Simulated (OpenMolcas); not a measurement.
**O: from CASSCF to CASPT2**

```
Program             : OpenMolcas
Basis               : ANO-R3 [4s4p2d1f]
Scalar Hamiltonian  : X2C, finite nucleus
Active space        : 4 electrons in 3 orbitals (2p)
State averaging     : 2S+1 = 3 even, 3 roots; 2S+1 = 1 even, 6 roots
Spin-orbit coupling : RASSI with atomic mean-field integrals over the reference wave functions, term energies averaged over their components
```

Methods on the same reference wave functions:
A. CASSCF
B. SS-CASPT2, IPEA 0.25 Eh, imaginary shift 0.1 Eh (closed shells correlated: 1s 2s)

Energies in cm-1 above 2s2 2p4 3P2, the measured ground level; measured values from NIST Handbook of Basic Atomic Spectroscopic Data.

```csv
Level,A,B,Measured
2s2 2p4 3P2,0.0,0.0,0.0
2s2 2p4 3P1,148,148,158
2s2 2p4 3P0,221,221,227
2s2 2p4 1D2,17665,15700,15868
2s2 2p4 1S0,43787,35420,33793
```

Deviations, from unrounded energies. A percentage is the sum of absolute deviations over the sum of measured energies, with the sign that they share, or ± where signs differ.

```tsv
Against measurement	Levels	A	B
mean absolute deviation (cm-1)	4	3000	450
fine structure of the ground term (%)	2	-4.2	-4.2
other terms of the ground configuration (%)	2	+23.7	±3.6
```

B lies closest to measurement on these levels. The largest miss of B in the table is 2s2 2p4 1S0, by +1600 cm-1. The ranking rests on the paired levels alone, and a cruder setting can come out closer through cancelling errors.

From A to B the spin-free energies of the other terms of 2s2 2p4 shown, above 3P, scale by factors of 0.81 to 0.89.

The lowest spin-free term lies below A's lowest term by 0.172 hartree in B.

CASPT2 breaks the degeneracy within a term, and the mean is taken; among the terms shown or strongly mixed into the levels shown the widest spread is 110 cm-1 (2s2 2p4 1D, B). With the s shell closed, the reference lacks s² → p² mixing. Without dynamic correlation excited terms often stand tens of per cent too high (terms of higher spin than the ground term too low), and those without a measured partner can miss by more than the paired ones (holds for A). Computed and measured levels are paired by configuration, term and J; levels that our copy of the source lacks, or whose pairing is in doubt (as where it misses far off the trend of its configuration), stay unpaired and out of the deviations. Only configurations of the active space appear.
